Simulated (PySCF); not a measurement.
# Computed properties of H4N2O2W, SMILES [NH]=[W]([NH2])(=[O])[OH], multiplicity 1

W(O)(NH)(OH)(NH2) (H₄N₂O₂W), SMILES [NH]=[W]([NH2])(=[O])[OH], multiplicity 1. Geometry: PBE0-D3(BJ)/def2-SVP. The spin state was assumed, not searched. The structure was generated by enumeration; whether it is a known compound was not checked. The def2 effective core potentials stand for the cores of W; spin–orbit coupling is left out. One conformer was computed; it need not be the lowest. All values are computed for the isolated molecule unless a solvent is named; none is compared with measurement here.

**Structure.** All 21 harmonic modes at PBE0-D3(BJ)/def2-SVP (PySCF) are real, so it is a minimum. With heavy atoms numbered as in [W:1](=[O:2])(=[NH:3])([OH:5])[NH2:7], the shortest bond between them is W1–O2 at 1.711 Å and the longest W1–N7 at 1.945 Å.

**Vibrations.** The strongest infrared lines (harmonic, unscaled, degenerate partners summed) lie at 597 cm⁻¹ (216 km/mol, H 72 %, O 25 %), 3933 cm⁻¹ (216 km/mol, H 94 %), 537 cm⁻¹ (204 km/mol, H 78 %, N 19 %). The softest mode is at 197 cm⁻¹ and the zero-point energy is 35.2 kcal/mol.

**Electronic structure.** B3LYP/def2-TZVP (PySCF) places the frontier levels at -7.60 and -1.10 eV, a gap of 6.50 eV, and gives a dipole moment of 3.12 D and a mean polarisability of 59.4 bohr³. PBE/def2-TZVP (PySCF) at the same geometry gives -6.43 and -1.69 eV, so its gap is 1.76 eV narrower. An orbital gap is neither the optical nor the fundamental gap.

**Excitations.** TDA-PBE0/def2-SVPD (PySCF) has S1 at 5.05 eV (246 nm, f = 0.000, dark); the most intense of the 10 singlets computed lies at 6.70 eV (f = 0.03). T1 (TDA) is at 4.49 eV, 0.56 eV under S1. TDA-PBE/def2-SVPD (PySCF) puts S1 at 4.77 eV. No vertical singlet excitation falls in the visible range (under 3.1 eV).
